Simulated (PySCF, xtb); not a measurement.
WO₂Cl₂, SMILES [O]=[W]([Cl])(=[O])[Cl], multiplicity 1.

xtb with GFN2-xTB at its own geometry gives an orbital gap of 3.43 eV and a dipole moment of 4.09 D.

Geometry: PBE-D3(BJ)/def2-SVP. The multiplicity is an assumed one; no other spin state was optimised. The isomer is the one that the SMILES or the coordinates give; other isomers of the formula were not compared. The def2 effective core potentials stand for the cores of W; spin–orbit coupling is left out.

Question: What does M06-2X/def2-TZVP (PySCF) give? (The exact figures need the calculation; the answer reports its results.)

Answer: gap 8.70 eV (levels -11.34 and -2.64 eV), dipole 2.05 D.
